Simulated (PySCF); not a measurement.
## Polarisability and C₆ of V⁺ (vanadium, charge +1)

[Ar] 3d4, high-spin 5D determinant. Calculation: PySCF 2.14, in x2c-QZVPPall with one added diffuse shell each of s, p, d, f, g type (12s8p6d4f3g, 121 functions); the spin-free X2C one-electron Hamiltonian (Gaussian nucleus). Coupled (time-dependent) response in atomic units; α is the mean over directions.

| method | mean α (bohr³) | α xx, yy, zz | C₆ (like pair) | S(−4) |
| --- | --- | --- | --- | --- |
| UHF | 11.77 | 10.50, 10.50, 14.30 | 43.20 | 172.7 |
| PBE | 18.62 | 17.01, 17.01, 21.82 | 70.86 | 595.5 |

S(−4) is the Cauchy moment in α(ω) = α(0) + S(−4) ω² + …

α(iu) at PBE:

```json
{"u (hartree)": "0", "α(iu) (bohr³)": "18.62"}
{"u (hartree)": "0.0500", "α(iu) (bohr³)": "17.29"}
{"u (hartree)": "0.100", "α(iu) (bohr³)": "14.59"}
{"u (hartree)": "0.200", "α(iu) (bohr³)": "10.23"}
{"u (hartree)": "0.300", "α(iu) (bohr³)": "7.804"}
{"u (hartree)": "0.500", "α(iu) (bohr³)": "5.320"}
{"u (hartree)": "0.750", "α(iu) (bohr³)": "3.779"}
{"u (hartree)": "1.00", "α(iu) (bohr³)": "2.886"}
{"u (hartree)": "1.50", "α(iu) (bohr³)": "1.875"}
{"u (hartree)": "2.00", "α(iu) (bohr³)": "1.321"}
{"u (hartree)": "3.00", "α(iu) (bohr³)": "0.7578"}
{"u (hartree)": "5.00", "α(iu) (bohr³)": "0.3429"}
```

A single London oscillator, α(iu) = α/(1 + u²/ω²), gives C₆ = (3/4) ω α². Matching the computed C₆ needs ω = 4 × 70.86 / (3 × 18.62²) = 0.273 hartree.

For an ion, C₆ is the dispersion term alone; charge-induced terms of lower order in 1/R come first.

The components differ because the open shell of this determinant is not spherical; for a pure term their mean is the scalar polarisability.
